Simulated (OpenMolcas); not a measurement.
**Ionisation energies of bismuth**

```
Program             : OpenMolcas 26.06
Basis               : ANO-RCC-VTZP [8s7p5d3f2g]
Scalar Hamiltonian  : DKH2, point nucleus
Spin-orbit coupling : RASSI with atomic mean-field integrals over the reference wave functions, term energies averaged over their components
```

Active shells in each charge state: the valence s, p shells, with orbitals averaged over the low states. Where CASPT2's correlated closed shells are named, they are those of the first ion.

A. CASSCF
B. SS-CASPT2, IPEA 0.25 Eh, imaginary shift 0.1 Eh (closed shells correlated: 4f 5s 5p 5d)

Energies in eV between the lowest computed levels (charge -1 gives the electron affinity), named as in B; reference values from the NIST Atomic Spectra Database with their kind.

```tsv
From	To	A	B	Spin-orbit share in B	Reference
Bi- 6s2 6p4 3P2	Bi 6s2 6p3 4S* 3/2	-0.136	0.621	+0.127	
Bi 6s2 6p3 4S* 3/2	Bi+ 6s2 6p2 3P0	6.591	7.336	-1.453	7.286 (measured)
Bi+ 6s2 6p2 3P0	Bi2+ 6s2 6p 2P* 1/2	15.646	16.457	+0.509	16.703 (measured)
Bi2+ 6s2 6p 2P* 1/2	Bi3+ 6s2 1S0	24.219	25.279	+1.529	25.571 (measured)
Bi3+ 6s2 1S0	Bi4+ 6s 2S 1/2	43.237	44.594	+0.000	45.370 (measured)
Bi4+ 6s 2S 1/2	Bi5+ 5d10 1S0	54.154	55.984	+0.000	54.856 (measured)
```

Error against the reference values, in %:

```json
{"From": "Bi", "Reference": "measured", "A": "-9.5", "B": "+0.7"}
{"From": "Bi+", "Reference": "measured", "A": "-6.3", "B": "-1.5"}
{"From": "Bi2+", "Reference": "measured", "A": "-5.3", "B": "-1.1"}
{"From": "Bi3+", "Reference": "measured", "A": "-4.7", "B": "-1.7"}
{"From": "Bi4+", "Reference": "measured", "A": "-1.3", "B": "+2.1"}
```

Mean absolute error over the 5 measured values: A 1.19 eV, B 0.50 eV. B lies closest.

No diffuse functions were added, so the electron affinity comes out too small, and without dynamic correlation a bound anion can come out unbound.

* marks odd parity.
